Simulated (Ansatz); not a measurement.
Born–Oppenheimer molecular dynamics of C3H10O3Si (17 atoms, charge 0, multiplicity 1). It starts from a relaxed structure.

These are results of RKS PBE0-D4/STO-3G in Ansatz, not measurements.

```
ensemble                      : NVE (velocity Verlet)
time step                     : 2.5 fs
steps asked                   : 40
starting velocities drawn for : 300 K
seed                          : 893165
```

First frame:

```xyz
17
Properties=species:S:1:pos:R:3
Si -0.022 -0.166 -0.451
H -0.081 -0.105 1.005
O 1.541 -0.002 -1.102
C 2.412 -1.047 -0.600
H 2.064 -2.070 -0.855
H 3.403 -0.907 -1.067
H 2.555 -1.009 0.501
O -0.806 1.161 -1.176
C -2.129 1.363 -0.621
H -2.146 1.425 0.488
H -2.511 2.324 -1.010
H -2.855 0.577 -0.919
O -0.618 -1.677 -0.976
C -1.593 -2.239 -0.067
H -1.285 -2.211 1.000
H -2.587 -1.747 -0.132
H -1.738 -3.301 -0.342
```

**Question.** What does the run give?

**Answer.** All steps were run.

```
steps done                                               : 40
time covered                                             : 100 fs
mean temperature over the second half                    : 164 K
spread of the potential energy over the second half      : 3.5 meV per atom
mean potential energy of the second half above the start : 19.8 meV per atom
```

The conserved energy wandered by up to 7.8 meV per atom (net 5.1 meV per atom), which is poor conservation. Over the second half the temperature averaged 0.55 of the 300 K drawn at the start: a run that starts near a minimum puts about half its kinetic energy into the potential. A step of 2.5 fs is long for free X–H stretches (periods near 10 fs) and can bias their spread and the temperature. A run of 0.1 ps of so small a system gives no equilibrium averages. Limits of this set-up: minimal basis.

**Question.** What happens to the structure?

**Answer.** The same pairs are bonded in the first frame and the last. Pairs count as bonded within 1.25 times the sum of covalent radii (0.12 Å more for H–H). Another seed would give other details.

**Question.** How do temperature and energy run in time?

**Answer.** 
| time (fs) | T (K) | potential energy less start (eV) | conserved less start (meV/atom) |
| --- | --- | --- | --- |
| 0 | 300 | 0.000 | 0.00 |
| 7.5 | 178 | 0.331 | 5.48 |
| 15 | 147 | 0.429 | 7.79 |
| 22.5 | 156 | 0.352 | 4.29 |
| 30 | 204 | 0.234 | 2.87 |
| 37.5 | 208 | 0.216 | 2.16 |
| 45 | 121 | 0.436 | 5.21 |
| 52.5 | 150 | 0.400 | 6.44 |
| 60 | 156 | 0.331 | 3.07 |
| 67.5 | 207 | 0.227 | 2.73 |
| 75 | 130 | 0.412 | 4.90 |
| 82.5 | 136 | 0.408 | 5.27 |
| 90 | 190 | 0.278 | 3.75 |
| 97.5 | 186 | 0.286 | 3.84 |

The run took 3.3 min on 1 thread of Arm Neoverse V1, on a shared host, peak memory 0.14 GiB.
